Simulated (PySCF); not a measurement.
## Simulated characterisation data

Non-relativistic Hamiltonian, averaged over atoms made equivalent by symmetry, fast rotation or ring inversion, gas phase, single conformer. Geometry from GFN2-xTB; GIAO PBE0/pcSseg-1 shieldings; PySCF.

Referencing at the same level of theory: TMS for ¹H, ¹³C. Splittings of carbon signals by F and P are missing where no couplings were computed. Where no couplings were computed, multiplicities follow the n + 1 count of equivalent neighbours, and m marks all less simple cases (inequivalent or close neighbours, rings, F or P nearby). Shifts are as computed. Against solution values, carbons near 30 ppm lie about +3 ppm off and those near 130 ppm about +5 ppm. Of 1211 compounds with measured shifts, 218 miss one by over three times the rms of a fit or turn the order of signals round; such compounds aren't used in these exercises. OH and NH positions are gas-phase values without hydrogen bonding to other molecules.

**1.** SMILES Cc1cc[pH]c1F, C5H6FP. ¹H NMR (500 MHz, computed): δ 7.04 (m, 1H), 6.24 (m, 1H), 5.12 (m, 1H), 2.21 (s, 3H). ¹³C{¹H} NMR (computed): δ 181.2 (C), 149.3 (CH), 134.5 (C), 125.4 (CH), 13.7 (CH3).

**2.** `O(C1=C(C(C)C)[C@H]1F)[SiH2]O`, C6H11FO2Si. ¹H NMR (500 MHz, computed): δ 5.35 (d, 1H), 5.08 (m, 1H), 4.87 (d, 1H), 3.14 (br s, 1H), 2.84 (m, 1H), 1.28 (d, 3H), 1.16 (d, 3H). ¹³C{¹H} NMR (computed): δ 135.8, 104.7, 72.6, 26.8, 23.7, 22.0.
